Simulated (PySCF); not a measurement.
C10H10Mn, multiplicity 6 at its GFN2-xTB optimised geometry (Å):

```
21

Mn    -0.0304     0.0194     0.0000
C      2.3572     0.0194     0.0000
C      1.9349     1.0961     0.8206
C      1.2558     2.0324     0.0000
C      1.2584     1.5342    -1.3277
C      1.9390     0.2902    -1.3277
H      3.0239    -0.7755     0.2994
H      2.2276     1.2563     1.8476
H      0.9457     3.0223     0.2995
H      0.9496     2.0820    -2.2054
H      2.2341    -0.2651    -2.2055
C     -2.1760    -0.0433     1.0459
C     -1.4651    -1.1947     1.4704
C     -1.2388    -2.0133     0.3347
C     -1.8097    -1.3679    -0.7915
C     -2.3888    -0.1504    -0.3520
H     -2.6233     0.6944     1.6953
H     -1.2825    -1.4781     2.4962
H     -0.8548    -3.0223     0.3534
H     -1.9310    -1.8041    -1.7717
H     -3.0239     0.4930    -0.9425
```

Calculation: unrestricted B3LYP/def2-SVP in PySCF. Cells within 0.4 Å of a nucleus heavier than hydrogen are left out (blank, or x).

Map of the deformation density (molecule minus spherical neutral atoms) (e/bohr³) on the plane z = 0.0 Å:

```
|3333333333333333333333333333333|
|3333333333333333333333333333333|
|3333333333333333333333333333333|
|3333333333333333333333333333333|
|3333333333333333333333333333333|
|3333333333333333333333333333333|
|3333333333333333334333333333333|
|3333333333333333367533333333333|
|3333333333333333469533333333333|
|333333333333333334xx33333333333|
|333333333333333333xx53333333333|
|3333333333333333444543333333333|
|3333333333333322333223333333333|
|3333333333333201112234433333333|
|333333333444310x00234x633333333|
|33333333785320xxx0234xx43333333|
|333333336632200x013435874333333|
|3333333333222111123434674333333|
|3333333332223333333333443333333|
|3333333333465443333333333333333|
|3333333334696333333333333333333|
|3333333333455433333333333333333|
|3333333333336543333333333333333|
|3333333333345533333333333333333|
|3333333333333333333333333333333|
|3333333333333333333333333333333|
|3333333333333333333333333333333|
|3333333333333333333333333333333|
|3333333333333333333333333333333|
|3333333333333333333333333333333|
|3333333333333333333333333333333|
```
Scale: ten equal steps from -0.054 (start of '0') to 0.087 (end of '9'), in the order '0123456789'; x runs from -5.50 to 5.50, y from -5.50 (bottom) to 5.50 (top).
